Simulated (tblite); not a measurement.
Compound: C₄H₁₀FGeN.
SMILES with atom numbers: `[CH3:1][Ge@@H:2]([F:3])[NH:4][CH:5]1[CH2:6][CH2:7]1` (hydrogens: H8, H9, H10 on C1; H11 on Ge2; H12 on N4; H13 on C5; H14, H15 on C6; H16, H17 on C7)

Computed with GFN2-xTB (tblite), gas phase: L-BFGS steps from a force-field or distance-geometry start until the largest atomic force falls under 0.01 eV/Å.

Step 109: E = -633.0643 eV
```
atom  x, y, z in Å  |  force x, y, z in eV/Å
C1      2.6525    1.0533   -0.0064    0.010   0.021  -0.037
Ge2     1.6504   -0.6573   -0.1076    0.012   0.014  -0.021
F3      2.5109   -1.7273    0.9827    0.041  -0.020   0.016
N4     -0.0168   -0.8339    0.5723   -0.072   0.005  -0.046
C5     -1.2161   -0.3322   -0.0256    0.010   0.024   0.006
C6     -2.5430   -0.6039    0.6080   -0.011  -0.040  -0.003
C7     -1.9999    0.7983    0.5794    0.052   0.036  -0.024
H8      2.7609    1.3607    1.0305   -0.015  -0.003   0.005
H9      2.1324    1.8337   -0.5534    0.000   0.018   0.018
H10     3.6432    0.9322   -0.4361   -0.032  -0.011   0.027
H11     1.6985   -1.3641   -1.4412   -0.022  -0.025   0.005
H12    -0.0745   -0.8420    1.5810   -0.014   0.010   0.047
H13    -1.1560   -0.3725   -1.1047   -0.005  -0.007  -0.078
H14    -3.3852   -0.8442   -0.0214    0.003   0.006  -0.045
H15    -2.5535   -1.1274    1.5500    0.020  -0.002   0.076
H16    -2.4700    1.5191   -0.0747    0.035  -0.035   0.028
H17    -1.6408    1.2191    1.5066   -0.013   0.008   0.027
```

Step 110: E = -633.0605 eV
```
atom  x, y, z in Å  |  force x, y, z in eV/Å
C1      2.6054    1.0668   -0.0459   -0.038   0.136   0.007
Ge2     1.6596   -0.6850   -0.0885    0.056   0.006  -0.004
F3      2.5148   -1.6868    1.0773    0.011   0.015  -0.041
N4     -0.0227   -0.8889    0.5558   -0.144   0.058   0.018
C5     -1.2048   -0.3207   -0.0267    0.053   0.023   0.019
C6     -2.5462   -0.5839    0.5811    0.004   0.041   0.033
C7     -1.9591    0.8070    0.6271    0.012  -0.072  -0.009
H8      2.6731    1.4369    0.9803   -0.041  -0.071  -0.180
H9      2.0706    1.8000   -0.6538    0.111  -0.113   0.137
H10     3.6144    0.9575   -0.4399   -0.111   0.001   0.042
H11     1.7799   -1.4438   -1.3975   -0.033   0.009   0.085
H12    -0.0868   -0.9572    1.5665   -0.031   0.044  -0.150
H13    -1.1378   -0.3108   -1.1098    0.007  -0.002   0.049
H14    -3.3910   -0.7708   -0.0691    0.106   0.047   0.035
H15    -2.5811   -1.1568    1.4983    0.022   0.088  -0.039
H16    -2.4007    1.5773    0.0031    0.087  -0.156   0.111
H17    -1.5948    1.1712    1.5810   -0.069  -0.054  -0.114
```

Step 111: E = -633.0659 eV
```
atom  x, y, z in Å  |  force x, y, z in eV/Å
C1      2.6300    1.0582   -0.0138    0.022  -0.009  -0.021
Ge2     1.6516   -0.6675   -0.1082    0.009   0.013  -0.008
F3      2.5192   -1.7189    0.9951    0.037  -0.018   0.013
N4     -0.0188   -0.8585    0.5678   -0.035   0.012  -0.132
C5     -1.2116   -0.3363   -0.0255    0.021   0.016  -0.032
C6     -2.5430   -0.5934    0.6051   -0.001  -0.029  -0.001
C7     -1.9779    0.8017    0.5874    0.023  -0.012  -0.002
H8      2.7147    1.3750    1.0220   -0.010   0.012   0.018
H9      2.1067    1.8246   -0.5759   -0.004   0.034   0.003
H10     3.6309    0.9484   -0.4232   -0.053  -0.014   0.021
H11     1.7218   -1.3839   -1.4361   -0.033  -0.028   0.009
H12    -0.0744   -0.8678    1.5749   -0.018   0.004   0.119
H13    -1.1509   -0.3721   -1.1065   -0.019   0.008  -0.024
H14    -3.3871   -0.8178   -0.0288    0.016   0.015  -0.028
H15    -2.5636   -1.1232    1.5444    0.023   0.011   0.048
H16    -2.4368    1.5343   -0.0599    0.021  -0.016   0.005
H17    -1.6179    1.2091    1.5206    0.000   0.001   0.010
```

**Question.** Estimate the geometry and energy of step 112. (The exact step hangs on the optimiser's Hessian estimate; all steps are aligned on step 111, rigid shifts and turns removed.)

**Answer.** E = -633.0665 eV, largest force 0.062 eV/Å
```
atom  x, y, z in Å  |  force x, y, z in eV/Å
C1      2.6224    1.0597   -0.0152    0.003  -0.004  -0.007
Ge2     1.6524   -0.6705   -0.1090    0.008   0.013   0.008
F3      2.5239   -1.7175    0.9959    0.030  -0.017   0.013
N4     -0.0191   -0.8644    0.5647   -0.007  -0.012   0.014
C5     -1.2098   -0.3371   -0.0262   -0.001   0.012  -0.012
C6     -2.5422   -0.5891    0.6053    0.010  -0.021  -0.015
C7     -1.9712    0.8032    0.5884    0.022  -0.005  -0.009
H8      2.6982    1.3795    1.0204   -0.012   0.016   0.017
H9      2.0974    1.8210   -0.5827    0.001   0.035   0.004
H10     3.6264    0.9551   -0.4166   -0.039  -0.019   0.008
H11     1.7288   -1.3892   -1.4345   -0.035  -0.032  -0.001
H12    -0.0756   -0.8848    1.5752   -0.011   0.014  -0.027
H13    -1.1505   -0.3740   -1.1068   -0.020   0.017  -0.037
H14    -3.3867   -0.8094   -0.0289    0.005   0.010  -0.030
H15    -2.5644   -1.1173    1.5448    0.020  -0.005   0.059
H16    -2.4261    1.5388   -0.0575    0.010  -0.007  -0.008
H17    -1.6109    1.2080    1.5220    0.014   0.005   0.023
```

The energy changes by -0.0006 eV. The first-order estimate −F·Δx gives -0.0010 eV and the mean of the old and new forces, exact on a quadratic surface, -0.0006 eV. The step makes an angle of 83° with the force vector and moves no atom by more than 0.017 Å.

The cost below is that of the whole relaxation. Time: 1.4 s wall. Hardware: one thread, Arm Neoverse N1 (aarch64), on a shared host.
